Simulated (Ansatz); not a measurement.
Program: Ansatz. Geometries: PBE0-D4/def2-TZVP. ΔE: electronic, gas phase. CCSD(T)/CBS adds triple-zeta CCSD(T) − MP2 to the extrapolated MP2 energy (def2 sets, frozen cores). This one scheme is used for every species. For Ga outer-core shells are correlated without core-valence functions, which leaves a few kJ/mol of doubt a bond. Scalar relativity is left out up to krypton. Each species was taken in one conformer, which may not be the lowest.

`[CH3][Ga]([CH3])[NH2]` + `BBCl` → `[CH3][Ga]([CH3])[BH]Cl` + `BN`  (redistribution)

`[CH3][Ga]([CH3])[NH2]`:

Z-matrix (Å, degrees):
```
C
Ga 1 1.967
H 1 1.091 2 111.8
H 1 1.093 2 110.6 3 120.7
H 1 1.093 2 110.6 3 -120.8
C 2 1.967 1 126.1 3 179.4
N 2 1.824 1 117.0 3 -0.5
H 6 1.093 2 110.6 1 -60.0
H 6 1.093 2 110.6 1 58.5
H 6 1.091 2 111.7 1 179.3
H 7 1.006 2 124.2 1 -179.9
H 7 1.006 2 124.2 1 -0.1
```

`BBCl`:

Cartesian coordinates in Å:
```
B 0.665 0.152 0.551
B -0.643 0.040 -0.455
Cl -0.913 -1.481 -1.282
H 1.736 0.513 0.152
H 0.591 -0.133 1.712
H -1.436 0.908 -0.677
```

`[CH3][Ga]([CH3])[BH]Cl`:

Z-matrix (Å, degrees):
```
C
Ga 1 1.979
H 1 1.091 2 111.9
H 1 1.095 2 109.1 3 119.4
H 1 1.092 2 111.8 3 -122.6
C 2 1.978 1 117.7 3 -13.2
B 2 2.094 1 120.6 3 167.8
H 6 1.092 2 110.8 1 -36.0
H 6 1.091 2 113.2 1 -159.0
H 6 1.095 2 108.7 1 81.4
Cl 7 1.756 2 119.0 1 89.0
H 7 1.197 2 127.3 1 -91.0
```

`BN`:

```xyz
6

B    -0.268    0.590   -0.216
N     0.276   -0.606    0.222
H     0.448    1.399   -0.731
H    -1.440    0.783   -0.068
H    -0.267   -1.330    0.663
H     1.251   -0.835    0.130
```

```
                 species  MP2/def2-QZVPP energy (Eh)
 `[CH3][Ga]([CH3])[NH2]`                 -2059.32261
                  `BBCl`                  -511.07048
`[CH3][Ga]([CH3])[BH]Cl`                 -2488.54253
                    `BN`                   -81.88281
```

(1) Work out ΔE.

Largest T1 diagnostic among the species: 0.012.

Answers

(1) ΔE = (-2488.54253) + (-81.88281) − (-2059.32261) − (-511.07048) = -0.03225 Eh = -84.7 kJ/mol. CCSD(T)/CBS gives -84.3 kJ/mol.

At CCSD(T), def2-SVP lies −12.3 kJ/mol from the extrapolated value and def2-TZVPP −3.5 kJ/mol. From PBE to PBE0 (25 % exact exchange), in def2-TZVPP and without D4, ΔE moves by +3.2 kJ/mol. In def2-TZVPP, CCSD(T) changes the Hartree–Fock value by −11.7 kJ/mol (the triples alone add −2.5 kJ/mol) and MP2 by −11.1 kJ/mol.
